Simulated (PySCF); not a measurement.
How exact exchange moves a shielding

Molecule: `C1C(C)C[SiH2]1`, C$_{4}$H$_{10}$Si.

Atom-mapped SMILES (the numbers label the heavy atoms): `[CH3:1][CH:2]1[CH2:3][SiH2:4][CH2:5]1`. Hydrogens are named by the atom that carries them. Ha(C3), Ha(Si4), Ha(C5) are cis to C1 on the ring; Hb(C3), Hb(Si4), Hb(C5) are trans to C1 on the ring.

GIAO shieldings (ppm, equivalent atoms averaged) in PySCF 2.14 on the PBE0-D3(BJ)/def2-SVP geometry, basis pcSseg-1, gas phase, non-relativistic:

```tsv
functional	exact exchange (%)	σ(C2)	σ(Si4)
BLYP	0	136.1	369.5
BP86	0	142.5	377.5
PBE	0	142.9	379.5
B3LYP	20	142.9	381.0
mPW1PW91	25	149.7	390.8
BHandHLYP	50	151.0	398.3
HF	100	163.1	429.8
```

Task: Fit each shielding as a line in the percentage of exact exchange.

Result: σ(C2) = 140.6 + 0.22 x (rms 2.6 ppm); σ(Si4) = 374.6 + 0.54 x (rms 3.7 ppm). The functionals also differ in their semilocal parts, which the line can't hold; Hartree–Fock has no correlation at all.

Task: What does the line predict for PBE0 (25 %), and what does the run give?

Result: σ(C2): 146.1 predicted, 150.5 computed; σ(Si4): 388.1 predicted, 393.2 computed ppm.
